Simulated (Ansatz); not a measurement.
`CC1=N[CH]1[SnH3]` + `CC(=N)O` → `N=C(O)[CH2][SnH3]` + `CC1=NC1`  (formal exchange of groups at the Sn–C bond)

Program: Ansatz. Geometries: PBE0-D4/def2-TZVP. ΔE: electronic, gas phase. CCSD(T)/CBS is the MP2 limit (def2-TZVPP, def2-QZVPP) plus CCSD(T) − MP2 in def2-TZVPP, frozen cores. def2 core potentials past Kr. For Sn outer-core shells are correlated without core-valence functions, which leaves a few kJ/mol of doubt a bond. One conformer a species, not always the lowest.

```json
{"species": "`CC1=N[CH]1[SnH3]`", "SCS-MP2/def2-TZVPP energy (Eh)": "-386.43539"}
{"species": "`CC(=N)O`", "SCS-MP2/def2-TZVPP energy (Eh)": "-208.81570"}
{"species": "`N=C(O)[CH2][SnH3]`", "SCS-MP2/def2-TZVPP energy (Eh)": "-423.61079"}
{"species": "`CC1=NC1`", "SCS-MP2/def2-TZVPP energy (Eh)": "-171.64435"}
```

(1) Work out ΔE.

Largest T1 diagnostic among the species: 0.013.

## Answers

(1) ΔE = (-423.61079) + (-171.64435) − (-386.43539) − (-208.81570) = -0.00405 Eh = -10.6 kJ/mol. CCSD(T)/CBS gives -10.7 kJ/mol.

From BLYP to BHLYP (50 % exact exchange), in def2-TZVPP and without D4, ΔE moves by −4.9 kJ/mol. Leaving LDA and LC-ωPBE aside and taking each functional with its dispersion term where it has one, the values, not all of them listed here, spread over 4.1 kJ/mol, from BHLYP-D4 to BLYP-D4.
